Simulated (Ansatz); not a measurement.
`COB1C[SiH2]1` + H₂ → `B1C[SiH2]1` + CH₃OH  (hydrogenolysis of a B–O bond)

Isolated molecules relaxed with PBE0-D4/def2-TZVP in Ansatz; ΔE leaves out vibrations. CBS: MP2 limit from def2 TZ/QZ plus the TZ coupled-cluster correction, frozen cores. This one scheme is used for every species. Each species was taken in one conformer, which may not be the lowest.

```tsv
species	MP2/CBS(def2) energy (Eh)
`COB1C[SiH2]1`	-469.25665
H₂	-1.16771
`B1C[SiH2]1`	-354.79728
CH₃OH	-115.58363
```

(1) Work out ΔE.

Largest T1 diagnostic among the species: 0.014.

## Answers

(1) ΔE = (-354.79728) + (-115.58363) − (-469.25665) − (-1.16771) = 0.04345 Eh = +114.1 kJ/mol. CCSD(T)/CBS gives +110.6 kJ/mol.

In def2-TZVPP, CCSD(T) changes the Hartree–Fock value by +4.2 kJ/mol (the triples alone add +1.8 kJ/mol) and MP2 by +7.7 kJ/mol. The D4 term adds +8.5 kJ/mol with B3LYP and +5.0 kJ/mol with PBE0; it sums over pairs of atoms, weighted by their polarisabilities, and B3LYP, whose exchange is more repulsive, gets the larger term.

B3LYP here is the variant with VWN-RPA as its local correlation; programs differ in this.
